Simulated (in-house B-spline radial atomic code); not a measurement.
**Solving the quasi-particle equation for 3p up of S⁺**

Configuration [Ne] 3s2 3p3, highest spin, start Hartree-Fock, empty levels kept to 800 hartree. Computed with a B-spline radial code for spherical atoms: all electrons, non-relativistic, point nucleus, each spin shell either full or empty, empty states to l = 9 with an (l + 1/2)⁻⁴ tail; G0W0 by contour deformation at full frequency.

At the mean-field level ε = -23.468 eV the matrix elements are Σx = -20.88 eV, v_xc = -20.88 eV and Σc(ε) = -0.333 eV, and the slope of the correlation self-energy is dΣc/dω = -0.0472. The quasi-particle energy solves E = ε + Σx − v_xc + Σc(E).

(1) What does the linearised equation give?

(2) How does that compare with the full solution and with static screening?

## Answers

(1) Z = 1/(1 − dΣc/dω) = 1/1.0472 = 0.9549. The first-order shift is Σx − v_xc + Σc(ε) = -20.88 − (-20.88) + (-0.333) = -0.333 eV, so E ≈ ε + Z × shift = -23.468 + 0.9549 × (-0.333) = -23.786 eV.

(2) Solving the equation at full frequency dependence gives E = -23.785 eV, where Σc = -0.318 eV and the weight is 0.955; the linearised value is off by 1 meV. Leaving Z out would give -23.801 eV. Static COHSEX puts -1.877 eV in place of Σc and gives -25.345 eV, 1.56 eV deeper. The tabulated removal energy is 23.338 eV (NIST, measured); the run leaves out relativity, Breit and QED terms.
